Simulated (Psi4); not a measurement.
H9FGeSi3 (SMILES [F][Ge]([SiH3])([SiH3])[SiH3]), singlet, at a GFN2-xTB geometry, atoms displaced at random by about 0.03 Å a coordinate; PBE0/STO-3G, gradient (Psi4).

Here is a job for Psi4.
```
memory 2 GB

molecule mol {
0 1
  F     0.532972    0.036976   -1.806794
  Ge   -0.031954   -0.045112   -0.063246
  Si    1.583971   -1.648101    0.759039
  Si    0.495227    2.297249    0.600673
  Si   -2.270418   -0.678874   -0.349495
  H     1.468704   -2.910491    0.029483
  H     1.281418   -1.887383    2.133338
  H     2.980103   -1.184067    0.641598
  H    -0.386260    3.193236   -0.201737
  H     0.040269    2.519720    2.048203
  H     1.830660    2.616901    0.471040
  H    -3.065571    0.317135   -1.046098
  H    -2.391722   -1.971612   -1.120881
  H    -2.911072   -0.750322    0.941066
symmetry c1
no_reorient
no_com
}

set basis sto-3g
set reference rks

gradient('pbe0')
print_variables()
```

Output, abridged:

```
gradient() will perform analytic gradient computation.

   => Loading Basis Set <=

    Name: STO-3G
    Role: ORBITAL
    Keyword: BASIS

         ---------------------------------------------------------
                                   SCF
               by Justin Turney, Rob Parrish, Andy Simmonett
                          and Daniel G. A. Smith
                              RKS Reference
         ---------------------------------------------------------

  ==> Geometry <==

    Molecular point group: c1
    Full point group: C1

    Geometry (in Angstrom), charge = 0, multiplicity = 1:

       Center              X                  Y                   Z               Mass
    ------------   -----------------  -----------------  -----------------  -----------------
         F            0.532972000000     0.036976000000    -1.806794000000    18.998403162730
         GE          -0.031954000000    -0.045112000000    -0.063246000000    73.921177761000
         SI           1.583971000000    -1.648101000000     0.759039000000    27.976926534650
         SI           0.495227000000     2.297249000000     0.600673000000    27.976926534650
         SI          -2.270418000000    -0.678874000000    -0.349495000000    27.976926534650
         H            1.468704000000    -2.910491000000     0.029483000000     1.007825032230
         H            1.281418000000    -1.887383000000     2.133338000000     1.007825032230
         H            2.980103000000    -1.184067000000     0.641598000000     1.007825032230
         H           -0.386260000000     3.193236000000    -0.201737000000     1.007825032230
         H            0.040269000000     2.519720000000     2.048203000000     1.007825032230
         H            1.830660000000     2.616901000000     0.471040000000     1.007825032230
         H           -3.065571000000     0.317135000000    -1.046098000000     1.007825032230
         H           -2.391722000000    -1.971612000000    -1.120881000000     1.007825032230
         H           -2.911072000000    -0.750322000000     0.941066000000     1.007825032230

  Running in c1 symmetry.

  Rotational constants: A =      0.04643  B =      0.04506  C =      0.02996 [cm^-1]
  Rotational constants: A =   1391.81676  B =   1350.83917  C =    898.20895 [MHz]
  Nuclear repulsion =  650.684413199900632

  Charge       = 0
  Multiplicity = 1
  Electrons    = 92
  Nalpha       = 46
  Nbeta        = 46

  ==> Algorithm <==

  SCF Algorithm Type is DF.
[...]
  @DF-RKS Final Energy: -3014.63669977854624
    Total Energy =                      -3014.6366997785462445
[...]

    Deriv               =              1
    GGA                 =           TRUE
    Meta                =          FALSE

    Exchange Hybrid     =           TRUE
    MP2 Hybrid          =          FALSE

   => Exchange Functionals <=

    0.7500   Perdew, Burke & Ernzerhof

   => Exact (HF) Exchange <=

    0.2500               HF

   => Correlation Functionals <=

    1.0000   Perdew, Burke & Ernzerhof

   => LibXC Density Thresholds  <==

    XC_HYB_GGA_XC_PBEH:  1.00E-15

   => Molecular Quadrature <=

    Radial Scheme          =       TREUTLER
    Pruning Scheme         =           NONE
    Nuclear Scheme         =       TREUTLER

    Blocking Scheme        =         OCTREE
    BS radius alpha        =              1
    Pruning alpha          =              1
    Radial Points          =             75
    Spherical Points       =            302
    Total Points           =         296415
    Total Blocks           =           2256
    Max Points             =            256
    Max Functions          =             51
    Weights Tolerance      =       1.00E-15

  -Total Gradient:
     Atom            X                  Y                   Z
    ------   -----------------  -----------------  -----------------
       1        0.014123395506     0.001565914051    -0.037733639238
       2       -0.039241284378    -0.018096879562     0.040233418065
       3        0.013980542959    -0.018051199217     0.018051383547
       4        0.084726811784     0.033687656725    -0.024809321680
       5       -0.007970554788     0.009701195537     0.005993174832
       6       -0.000486081751    -0.007695819153    -0.004854866928
       7       -0.002116544974     0.004247998377    -0.009342127523
       8        0.015517890262     0.002519077180    -0.001224771252
       9       -0.017766413236     0.010894300511    -0.008771298251
      10       -0.015477771261     0.005043081872     0.034531946177
      11       -0.035975262039    -0.009015812312     0.005003974043
      12       -0.007020449478     0.001336605766     0.002123012185
      13       -0.002596754724    -0.023869156580    -0.018172846143
      14        0.000349309147     0.007794087920    -0.001026547603

  Variable Map:
  ----------------------------------------------------------------------------
[...]
  Array Variable Map:
  ----------------------------------------------------------------------------
[...]
[...]
```
